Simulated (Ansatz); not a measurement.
Ansatz (a quantum-chemistry and plane-wave program) input for Cl₂GaHS, SMILES [SH][Ga]([Cl])[Cl], PBE0/def2-SVPD. Geometry optimised at PBE0-D3(BJ)/def2-SVP. Other conformers were not sampled.

Ansatz 0.2 input:
```yaml
crystal:
  periodic: [false, false, false]
  atoms:
    - {symbol: Ga, position_ang: [-0.01497524, 0.00596522, -0.00000000]}
    - {symbol: Cl, position_ang: [-1.31823358, 1.68970010, 0.00000000]}
    - {symbol: Cl, position_ang: [2.09194058, 0.35088246, 0.00000000]}
    - {symbol: S, position_ang: [-0.81907225, -2.01907956, 0.00000000]}
    - {symbol: H, position_ang: [0.41636939, -2.56955224, -0.00000001]}
basis:
  gaussian:
    orbitals: def2-SVPD
hamiltonian:
  xc: {name: PBE0}
```

Output:

```
WARN ansatz: RAYON_NUM_THREADS=1 ignored (pool sized by the plan → 1); use --threads N
Functional definition: PBE0
integrals: 0.09 GiB planned
1177 factors; integrals over basis functions are off by at most 1.1e-3 eV
mean field: 0.74 GiB planned
mean field evaluation 1: about -88241.2008 eV, gradient 2.9e1 eV
mean field evaluation 2: about -88239.9481 eV, gradient 4.1e1 eV
mean field evaluation 4: about -88242.9083 eV, gradient 3.5e-1 eV
mean field evaluation 8: about -88242.9233 eV, gradient 2.8e-2 eV
mean field evaluation 16: about -88242.9233 eV, gradient 7.5e-5 eV
mean field -88242.92327606 eV, -3242.8676171937 hartree, gradient 7.5e-5 eV, S^2 0.000000; 0 other end points of the search recorded, 0 dependent functions left out
reference -88242.92331558 eV, -3242.8676186460 hartree; 41, 41 occupied and 86, 86 virtual orbitals, 1177 factors
Total energy: -88242.92331558 eV, -3242.8676186460 hartree
```

Self-consistency was reached.
